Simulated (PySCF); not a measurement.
Spinor energies of Sn²²⁺ (tin, charge +22)

Start: [Ar] 3d10. Calculated with PySCF 2.14 in an even-tempered Gaussian basis (19 s from 0.9 bohr⁻², ratio 2.6; 15 p from 1.2 bohr⁻², ratio 2.6; 10 d from 1.2 bohr⁻², ratio 2.6; 6 f from 1.2 bohr⁻², ratio 2.8): generalised Hartree-Fock with the X2C-1e Hamiltonian and a Gaussian nucleus; spin-orbit coupling (SO) screened by Boettger's factors.

| spinor shell | electrons | ε, screened SO (eV) | weight of nominal j (screened SO) | rms radius, screened SO (bohr) |
| --- | --- | --- | --- | --- |
| 1s1/2 | 2 | -30016.6 | 1.000 | 0.0333 |
| 2s1/2 | 2 | -5175.9 | 1.000 | 0.136 |
| 2p1/2 | 2 | -4870.4 | 1.000 | 0.117 |
| 3s1/2 | 2 | -1528.3 | 1.000 | 0.356 |
| 3p1/2 | 2 | -1403.3 | 1.000 | 0.348 |
| 3p3/2 | 4 | -1357.7 | 1.000 | 0.359 |
| 3d3/2 | 4 | -1141.3 | 1.000 | 0.329 |
| 3d5/2 | 6 | -1132.0 | 1.000 | 0.332 |

(1) Where does 2p3/2 lie, and what is the 2p spin-orbit splitting (screened SO)?

```csv
quantity,screened SO
E (hartree),-5960.97145
M_J,0
⟨J²⟩,0.000
⟨L²⟩,0.011
⟨S²⟩,0.011
```

Breit and QED terms are absent; they matter most for the inner s and p1/2 levels.

Densities and radii are taken from the X2C orbitals without a picture-change correction, which distorts them close to the nucleus.

## Answers

(1) At -4636.4 eV, 233.91 eV above 2p1/2.
